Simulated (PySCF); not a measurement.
SCF from a fresh guess for singlet [BiCl2]+, at the PBE0 minimum. PySCF input:

```python
from pyscf import gto, scf, dft
mol = gto.M(atom='''
Bi    -0.000000     0.000000    -0.377520
Cl     1.786010    -0.000000     1.137620
Cl    -1.786010     0.000000     1.137620''',
    basis={'Bi': 'def2-TZVP', 'Cl': 'def2-TZVP'},
    ecp={'Bi': 'def2-TZVP'},
    charge=1, spin=0)
mf = dft.RKS(mol, xc='PBE')
mf.grids.atom_grid = (50, 194)
aux = {'Bi': 'def2-universal-JKFIT', 'Cl': 'def2-universal-JKFIT'}
mf = mf.density_fit(auxbasis=aux)
mf.conv_tol = 1e-08
mf.diis_space = 10
mf.max_cycle = 60
mf.init_guess = 'minao'
mf.verbose = 4
mf.kernel()
```

Excerpt of the output (cycles and frontier levels):

```
init E= -1100.61413311745
  HOMO = -0.64079568267254  LUMO = -0.61859671680606  gap/eV = 0.60406
cycle= 1 E= -1132.052893422  delta_E= -31.4  |g|= 3.19  |ddm|= 11.6
  HOMO = -0.184780037133313  LUMO = -0.14290603395867  gap/eV = 1.13945
cycle= 2 E= -1124.23521345823  delta_E= 7.82  |g|= 7.86  |ddm|=   14
  HOMO = -0.455729360019589  LUMO = -0.238162244934793  gap/eV = 5.92030
cycle= 3 E= -1133.79268153641  delta_E= -9.56  |g|= 1.57  |ddm|= 10.9
  HOMO = -0.450699659855262  LUMO = -0.371580064161002  gap/eV = 2.15295
cycle= 4 E= -1134.41695102488  delta_E= -0.624  |g|= 0.618  |ddm|= 2.33
  HOMO = -0.497597762841597  LUMO = -0.38471004438728  gap/eV = 3.07183
cycle= 5 E= -1134.49925266251  delta_E= -0.0823  |g|= 0.172  |ddm|= 0.71
  HOMO = -0.483830291278216  LUMO = -0.393519969815853  gap/eV = 2.45747
cycle= 6 E= -1134.50711624018  delta_E= -0.00786  |g|= 0.0818  |ddm|= 0.269
  HOMO = -0.488791191876534  LUMO = -0.392892844212399  gap/eV = 2.60953
cycle= 7 E= -1134.50903400379  delta_E= -0.00192  |g|= 0.0127  |ddm|= 0.0779
  HOMO = -0.48851754193662  LUMO = -0.391377329177021  gap/eV = 2.64332
cycle= 8 E= -1134.50909522135  delta_E= -6.12e-05  |g|= 0.00181  |ddm|= 0.0204
  HOMO = -0.4885207552461  LUMO = -0.391390745787854  gap/eV = 2.64304
cycle= 9 E= -1134.50909603724  delta_E= -8.16e-07  |g|= 0.000515  |ddm|= 0.0017
  HOMO = -0.488497673121938  LUMO = -0.391395301965398  gap/eV = 2.64229
cycle= 10 E= -1134.50909609197  delta_E= -5.47e-08  |g|= 0.000188  |ddm|= 0.000484
  HOMO = -0.488506372256103  LUMO = -0.39139325816628  gap/eV = 2.64258
cycle= 11 E= -1134.50909610337  delta_E= -1.14e-08  |g|= 3.86e-05  |ddm|= 0.000157
  HOMO = -0.488509138594554  LUMO = -0.391393052641965  gap/eV = 2.64266
cycle= 12 E= -1134.50909610382  delta_E= -4.53e-10  |g|= 6.43e-06  |ddm|= 3.91e-05
  HOMO = -0.488509576985301  LUMO = -0.391391935608635  gap/eV = 2.64271
Extra cycle  E= -1134.50909610374  delta_E= 7.59e-11  |g|= 1.63e-05  |ddm|= 2.36e-05
converged SCF energy = -1134.50909610374
```

No lower solution of this spin was found by a stability analysis within the restricted form, which does not test spin polarisation.

No spin–orbit coupling is included, which matters more the heavier the element.

The search for the lowest solution, with the stability check, took 8 s on 4 threads of a shared Intel Xeon @ 2.70GHz host, with 124 basis functions; the process peaked at 0.31 GiB.
